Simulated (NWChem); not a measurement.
Molecule: disulfane (H$_{2}$S$_{2}$); SMILES SS

```xyz
4

S      0.0207    -1.0361     0.0782
S     -0.0207     1.0361     0.0782
H     -0.9320    -1.2508    -0.8618
H      0.9320     1.2508    -0.8618
```
Atoms are numbered in this order, from 1.

Level: PBE0/def2-SVP (NWChem); excitation at 532 nm, off resonance, unscaled harmonic frequencies. All runs use the structure optimised with PBE0/def2-SVP.

### Question
Give the Raman lines with relative activities.

### Answer
```csv
wavenumber (cm⁻¹),relative intensity
439,9.2
512,7.3
893,16
896,6.9
2665,100
2668,67
```
